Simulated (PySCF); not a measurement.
C₆H₁₀O₂: full NMR table

* Formula: C6H10O2
* SMILES: C=C(C)OC(=C)OC
* Point group of the computed structure: C1
* Degrees of unsaturation: 2
* Carbon signals: 6
* Proton signals: 6

Numbering as in the mapped SMILES `[CH2:1]=[C:2]([CH3:3])[O:4][C:5](=[CH2:6])[O:7][CH3:8]` (H(Xn): hydrogen on atom n). Ha(C1) is cis to C3; Ha(C6) is cis to O4; Hb(C1) is trans to C3; Hb(C6) is trans to O4.

Theoretical values (PySCF 2.14): geometry from GFN2-xTB, shielding tensors at PBE0/pcSseg-1 (GIAO). Equivalent nuclei averaged, gas phase, non-relativistic Hamiltonian, one conformer.

Referencing at the same level of theory: 1H (σ = 31.72 ppm) and 13C (σ = 186.93 ppm) vs TMS; 17O (σ = 336.08 ppm) against H2O.

| carbon | δC, type | δH (multiplicity) | HMBC from (2–3 bonds) | span of the C tensor (ppm) |
| --- | --- | --- | --- | --- |
| C1 | 95.7, CH2 | Ha(C1) 4.49 (br s); Hb(C1) 4.13 (br s) | H(C3) | 165 |
| C2 | 163.4, C | – | Ha(C1), Hb(C1), H(C3) | 187 |
| C3 | 23.8, CH3 | 1.90 (s) | Ha(C1), Hb(C1) | 45 |
| C5 | 171.6, C | – | Ha(C6), H(C8), Hb(C6) | 155 |
| C6 | 69.1, CH2 | Ha(C6) 3.92 (br s); Hb(C6) 3.40 (br s) | – | 126 |
| C8 | 55.5, CH3 | 3.70 (s) | – | 77 |

Other nuclei:
| atoms | nucleus | environment | δ (ppm) | σ (ppm) |
| --- | --- | --- | --- | --- |
| O4 | 17O | ether oxygen | 199.6 | 136.4 |
| O7 | 17O | ether oxygen | 119.9 | 216.2 |

- Carbon types of the structure: 2 × C, 2 × CH2, 2 × CH3, which accounts for all hydrogens.
- δC 171.6, 163.4: alkene carbon bearing oxygen; an sp2 carbon further deshielded by the attached heteroatom.
- δC 95.7, 69.1: β carbon of an enol-ether or enamine type C=C; the O or N lone pair pushes π density onto this β carbon and shields it.
- δC 55.5: methyl carbon bonded to O; deshielded by the electronegative neighbour.
- δC 23.8: allylic methyl carbon; a saturated carbon with 1 carbon neighbour and no heteroatom attached.
- δH 3.70: hydrogen on a methyl carbon bonded to O; its carbon carries O, an electronegative neighbour.

Shifts are as computed. Against solution values, carbons near 30 ppm lie about +3 ppm off and those near 130 ppm about +5 ppm. Of 1313 compounds with measured shifts, 239 miss one by over three times the rms of a fit or turn the order of signals round; such compounds aren't used in these exercises. Experimental scales use liquid or dissolved standards, which lie at an offset from isolated H2O (liquid H2O: subtract about 36 ppm). Multiplicities follow the n + 1 count of equivalent neighbours, as no J values were calculated; m marks all less simple cases, F and P coupling included.
